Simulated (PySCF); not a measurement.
Run record: EPR job, `ClB(Cl)C1=C[CH]CC=C1` [radical].

Method: UKS B3LYP, pcH-1 on B C Cl H, non-relativistic, mean-field spin-orbit, GIAO (PySCF 2.14.0). Geometry: GFN2-xTB. The input is one job of a driver script: a line of settings, then coordinates in Å.

Command:
```bash
OMP_NUM_THREADS=1 python probes_run.py task.json out
```

Input:
```
{"job": {"kind": "epr", "basis": "pcH-1"}, "charge": 0, "multiplicity": 2}
Cl     3.568362    -1.115367    -0.162679
B      2.500965     0.250118    -0.294239
Cl     3.223348     1.794382    -0.632954
C      0.991472     0.099548    -0.117775
C      0.393112    -1.164749     0.166221
C     -0.936553    -1.320784     0.326783
C     -1.890949    -0.188243     0.220415
C     -1.226558     1.105569    -0.078416
C      0.108790     1.215631    -0.229336
H      1.049791    -2.018232     0.253537
H     -1.356588    -2.292634     0.541073
H     -2.642422    -0.407719    -0.552747
H     -2.469893    -0.100720     1.152237
H     -1.865186     1.972087    -0.169844
H      0.547895     2.179103    -0.444188
```

Estimate the output.

```
UKS, coarse grid
  cycle   1  E = -1177.52547819  |g| = 3.23e-01
  cycle   2  E = -1177.51625699  |g| = 3.34e-01
  cycle   3  E = -1177.57216083  |g| = 7.02e-02
  cycle   4  E = -1177.57433446  |g| = 3.18e-02
  cycle   5  E = -1177.57477723  |g| = 1.28e-02
  cycle   6  E = -1177.57488868  |g| = 6.94e-03
  cycle   7  E = -1177.57494001  |g| = 2.12e-03
  cycle   8  E = -1177.57495163  |g| = 1.61e-03
  cycle   9  E = -1177.57495501  |g| = 3.47e-04
UKS, final grid
  cycle   1  E = -1177.57487900  |g| = 3.96e-04
  cycle   2  E = -1177.57487895  |g| = 5.76e-04
  cycle   3  E = -1177.57487911  |g| = 8.73e-05
  cycle   4  E = -1177.57487911  |g| = 5.35e-05
  cycle   5  E = -1177.57487912  |g| = 2.55e-05
E = -1177.57487912 Eh   <S^2> = 0.7719 (exact 0.7500)
g shifts (ppm)      1          2          3
  rmc          -144       -144       -144
  gc             -2         28         28
  oz_so        -114       2813       3918
  total        -261       2697       3802
hyperfine (MHz)  atom isotope    a_iso     a_fc   dipolar eigenvalues
    0  35Cl       1.70       1.54     -6.59     -5.74     12.33
    1   11B      -9.21      -9.33     -9.21     -4.97     14.18
    2  35Cl       1.69       1.53     -6.59     -5.74     12.33
    3   13C      29.61      29.80    -35.10    -33.58     68.68
    4   13C     -28.32     -28.32    -16.79      6.71     10.08
    5   13C      28.19      28.21    -26.99    -25.55     52.53
    6   13C     -26.95     -26.97     -1.68     -0.83      2.52
    7   13C      28.18      28.20    -26.97    -25.53     52.50
    8   13C     -28.31     -28.31    -16.78      6.70     10.08
    9    1H       6.73       6.73     -3.65     -0.81      4.46
   10    1H     -22.14     -22.14    -12.58     -1.32     13.90
   11    1H     133.02     133.01     -3.54     -0.95      4.49
   12    1H     133.71     133.71     -3.54     -0.95      4.49
   13    1H     -22.13     -22.13    -12.57     -1.32     13.89
   14    1H       6.73       6.73     -3.65     -0.81      4.46
```

rmc, gc and oz_so are the mass-correction, gauge-correction and orbital-Zeeman/spin–orbit parts of the g shift along its three principal axes; a_iso is the isotropic hyperfine coupling and a_fc its Fermi-contact part. Atoms in this output count from 0.

How far is ⟨S²⟩ from the pure-spin value?

S = 0.5 gives S(S+1) = 0.75; the run has 0.7719, 0.0219 more.

Main results: ⟨S²⟩ 0.772; g_iso 2.0044.

Isolated species at its GFN2-xTB geometry, gas phase.

How long does this job take on Arm Neoverse V2, one thread (shared host)? And the peak memory of the process?

About 2.4 min (density and orbital grids were written too), with 1.1 GiB resident at the peak, the Python interpreter and its libraries included.
Labels such as C1 count atoms from 1, the log's own numbers from 0.
